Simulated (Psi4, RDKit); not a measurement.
Torsional profile of SMILES O=C(c1c(cccc1)C)O. Scanned: dihedral C2–C7–C8–O9; all other coordinates were relaxed at GFN2-xTB. Points at φ and −φ are mirror images. Heavy atoms are numbered in the order of the SMILES Cc1ccccc1C(=O)O, hydrogens after them in the order of the atoms that carry them; the mirror image has the same energies with the sign of each dihedral reversed.

Computed with: PBE-D3(BJ)/def2-SVP // GFN2-xTB (Psi4); MMFF94 // GFN2-xTB (RDKit); UFF // GFN2-xTB (RDKit).

Energies in kJ/mol, each method relative to its own lowest point.

| φ / ° | PBE-D3(BJ)/def2-SVP | MMFF94 | UFF |
|---|---|---|---|
| -150 | 8.1 | 4.7 | 0.0 |
| -120 | 18.2 | 8.3 | 7.3 |
| -90 | 25.3 | 13.2 | 18.7 |
| -60 | 17.1 | 7.7 | 12.6 |
| -30 | 4.5 | 0.1 | 3.9 |
| 0 | 0.0 | 0.0 | 6.2 |
| 30 | 4.5 | 0.1 | 3.9 |
| 60 | 17.1 | 7.7 | 12.6 |
| 90 | 25.3 | 13.2 | 18.7 |
| 120 | 18.2 | 8.3 | 7.3 |
| 150 | 8.1 | 4.7 | 0.0 |
| 180 | 4.2 | 6.9 | 4.7 |
